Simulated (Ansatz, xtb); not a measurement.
Breaking the H–H spacing in H8 chain (multiplicity 1 held). Energies count from the point at 0.900 Å.
Geometry at that point (charge 0, multiplicity 1):
```xyz
8

H      0.0000     0.0000     0.0000
H      0.0000     0.0000     0.9000
H      0.0000     0.0000     1.8000
H      0.0000     0.0000     2.7000
H      0.0000     0.0000     3.6000
H      0.0000     0.0000     4.5000
H      0.0000     0.0000     5.4000
H      0.0000     0.0000     6.3000
```

Restricted levels (R-, RO-) in cc, def2 and unpolarised 6-31G sets keep to the state of the molecule at rest. U- levels take the lowest unrestricted solution at each point, which mixes spins at long bonds. Curves can end on different states.

Programs: Ansatz (an electronic-structure program) with Gaussian orbitals; xtb for the GFN methods. Values without a source in brackets are computed. The GFN methods have no spin term and hold the electronic entropy of 300 K.

### Question
One of these levels gives 338.42 kcal/mol for the energy at R = 3.600 Å. Which?
A. R-SCS-MP2/6-31G
B. U-HF/6-31G
C. GFN2-xTB
D. U-SCS-MP2/6-31G

### Answer
A, R-SCS-MP2/6-31G. The others give 405.48 (GFN2-xTB), 198.15 (U-HF/6-31G), 260.21 (U-SCS-MP2/6-31G)

Doubts at one or more of the structures used: a spin-contaminated determinant (U-HF/6-31G, U-SCS-MP2/6-31G); a restricted determinant that unrestricted orbitals would lower (R-SCS-MP2/6-31G).
